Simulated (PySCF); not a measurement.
Run record: geometry optimisation, `C[C@H]1Cc2cc(N)ccc21`.

Method: PBE0-D3(BJ)/def2-SVP geometry optimisation, gas phase (PySCF 2.14.0). Start geometry: GFN2-xTB. A driver script takes a list of jobs; this job's settings line and coordinates (Å) are shown.

Input:
```
{"job": {"xc": "PBE0", "basis": "def2-SVP", "d3": "d3bj", "grid": 1, "kind": "geom"}, "charge": 0, "multiplicity": 1}
C     -2.906471     0.167078    -0.437933
C     -1.878659    -0.229850     0.608535
C     -1.176985    -1.603837     0.375393
C      0.109503    -0.833943     0.229397
C      1.452124    -0.959466    -0.005234
C      2.187194     0.238406    -0.027725
N      3.536470     0.203771    -0.340813
C      1.558390     1.466797     0.188736
C      0.191304     1.573758     0.429008
C     -0.511155     0.395330     0.444966
H     -3.786587    -0.469942    -0.371887
H     -3.213807     1.200751    -0.293018
H     -2.480188     0.073425    -1.434550
H     -2.300936    -0.122069     1.611034
H     -1.502333    -2.126331    -0.522805
H     -1.209894    -2.288577     1.221789
H      1.944759    -1.906781    -0.172851
H      4.002980    -0.674643    -0.180075
H      4.073540     1.010986    -0.067066
H      2.164788     2.362006     0.163061
H     -0.262956     2.540072     0.591931
```

Output:
```
step   0  E = -403.55734305  max force = 0.012428
step   1  E = -403.55951711  max force = 0.002797
step   2  E = -403.55955005  max force = 0.000665
step   3  E = -403.55955123  max force = 0.000986
step   4  E = -403.55955873  max force = 0.000386
optimisation converged
```

Energies in Eh; «max force» is the largest Cartesian gradient component in Eh/bohr.

Give the first gradient maximum in eV/Å.

With 1 Eh/bohr = 51.422 eV/Å, 0.639 eV/Å.

How much energy does the optimisation release, in eV?

E(step 0) − E(last step) = 0.002216 Eh, which is 0.060 eV.

In short: final energy -403.55956 Eh after 4 steps; dipole 1.53 D.

Give the final coordinates.

0.050 Å rms from the input after alignment:
```
atom  x, y, z in Å
C1    -2.9086    0.1577   -0.5425
C2    -1.8441   -0.2324    0.4653
C3    -1.1275   -1.6145    0.2319
C4     0.1617   -0.8343    0.1031
C5     1.5216   -0.9594   -0.1171
C6     2.2721    0.2372   -0.1346
N7     3.6303    0.2031   -0.4012
C8     1.6263    1.4769    0.0683
C9     0.2496    1.5772    0.2916
C10   -0.4677    0.3903    0.3071
H11   -3.8022   -0.4798   -0.4470
H12   -3.2257    1.2026   -0.3994
H13   -2.5262    0.0626   -1.5711
H14   -2.2449   -0.1455    1.4905
H15   -1.4534   -2.1420   -0.6794
H16   -1.1796   -2.3164    1.0798
H17    2.0143   -1.9223   -0.2799
H18    4.0978   -0.6734   -0.2110
H19    4.1635    1.0062   -0.0953
H20    2.2344    2.3860    0.0438
H21   -0.2093    2.5574    0.4461
```

The run took 82 s wall on one thread of an Arm Neoverse V2, no GPU, shared host.
Labels such as C1 count atoms from 1, the log's own numbers from 0.
